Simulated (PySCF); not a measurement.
# A search over the determinants of BiS⁻

Unrestricted PBE0; basis Bi def2-SVPD with ECP60, S def2-SVPD; scalar-relativistic core potentials; PySCF 2.14. Outer shells of the fragments: Bi 5d10 6s2 6p3; S− 3s2 3p5.

Followed along the bond (rough minima from three points):

| 2Ms+1 | unpaired | ⟨S²⟩ at the start | R at minimum (Å) | Te (eV) |
| --- | --- | --- | --- | --- |
| 3 | π ↑↑ | 2.01 | 2.44 | 0.00 |
| 1 | π ↑↓ | 1.01 | 2.44 | 0.24 |

Solutions found at the starting distance of 2.545 Å, counted from the lowest of them; the search is not exhaustive and high or unbound solutions are not listed, so other states can lie among these:

```csv
2Ms+1,unpaired,term,E (eV),⟨S²⟩,⟨Lz²⟩,μ (D)
3,π ↑↑,³Σ⁻,0.00,2.01,0.00,-6.52
1,π ↑↓,mixed,0.24,1.01,2.01,-6.29
```

A term symbol is given only where ⟨S²⟩ and ⟨Lz²⟩ are close to those of a pure state; real π, δ and φ orbitals otherwise mix terms. A positive dipole points towards S; it is taken about the centre of mass and depends on that origin.

These are scalar-relativistic numbers at best; spin–orbit coupling would shift them, the dissociation energy most.
